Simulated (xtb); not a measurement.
xtb input:

```bash
xtb mol.xyz --gfn 2 --sp --chrg 1 --uhf 0
```
mol.xyz:
```
9

C     -2.83172366    -0.12415903     0.06436738
O     -1.54068467     0.28549895    -0.60093307
B     -0.17551691     0.07492518    -0.14483589
Br     0.04976181    -0.81788392     1.47605931
Br     1.12479640     0.75905382    -1.30402067
H     -3.61548345     0.22074211    -0.60099113
H     -2.80673645    -1.20404442     0.14914515
H     -2.85604394     0.37497384     1.02574087
H     -1.63786964     0.75371874    -1.44980734
```

Task: Predict the final energy.

Result: -17.24004 Eh (GFN2-xTB).

It need not be the lowest isomer of its formula.
